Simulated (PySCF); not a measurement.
## Electron correlation in Al⁺ (aluminium, charge +1)

[Ne] 3s2, closed-shell 1S. Calculation: PySCF 2.14, in aug-cc-pCVTZ-DK (8s7p5d3f, 75 functions); the spin-free X2C one-electron Hamiltonian (Gaussian nucleus). Frozen: 1s2; 10 electrons correlated.

| level | correlation energy (mhartree) |
| --- | --- |
| CCSD | -322.79 |
| (T) | -3.36 |
| CCSD(T) | -326.15 |

Diagnostics: T1 = 0.0066, D1 = 0.0202, largest double amplitude 0.101.

Is a single reference adequate?

Mostly. T1 lies below 0.03, but a double amplitude of this size points to a near-degeneracy that CCSD handles and MP2 describes poorly.
